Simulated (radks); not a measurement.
Results of a calculation; reference values are marked as such.
Sm39+, 23 electrons, occupied as [Ar] 3d5. Code: a radial shooting solver on a logarithmic mesh with Libxc functionals. Model: scalar-relativistic Kohn-Sham, PBE, spin-polarised, spherical densities, finite nucleus; open shells are filled with parallel spins first (spin-orbit coupling, left out, can overturn this in heavy ions); Fermi nuclear charge, rms radius 5.0819 fm.

Radial electron density D(r) = 4 pi r^2 rho(r):

```
   r/bohr * D(r) (the largest magnitude, 105, reaches the edge; | marks zero)
 0.001308 |  *
 0.001463 |   *
  0.00165 |   *
  0.00186 |    *
 0.002097 |     *
 0.002365 |      *
 0.002666 |        *
 0.003006 |          *
 0.003389 |           *
 0.003821 |              *
 0.004274 |                *
 0.004819 |                   *
 0.005434 |                     *
 0.006127 |                        *
 0.006908 |                            *
 0.007788 |                               *
 0.008781 |                                  *
 0.009901 |                                     *
  0.01116 |                                       *
  0.01249 |                                         *
  0.01408 |                                          *
  0.01587 |                                          *
   0.0179 |                                          *
  0.02018 |                                         *
  0.02275 |                                       *
  0.02565 |                                      *
  0.02892 |                                     *
  0.03261 |                                     *
  0.03648 |                                      *
  0.04113 |                                         *
  0.04637 |                                             *
  0.05228 |                                                 *
  0.05895 |                                                    *
  0.06646 |                                                      *
  0.07494 |                                                     *
  0.08449 |                                                 *
  0.09526 |                                            *
   0.1066 |                                      *
   0.1201 |                                 *
   0.1355 |                              *
   0.1527 |                               *
   0.1722 |                                 *
   0.1942 |                                  *
   0.2189 |                                  *
   0.2468 |                              *
   0.2783 |                       *
   0.3113 |                *
   0.3509 |         *
   0.3957 |    *
   0.4461 | *
    0.503 |*
   0.5672 *
   0.6395 *
    0.721 *
   0.8129 *
   0.9093 *
```

D(r) has 3 maxima, at r = 0.0157, 0.0681, 0.200 bohr, and minima at 0.0306, 0.141 bohr, inside which lie 1.96, 11.08 electrons.
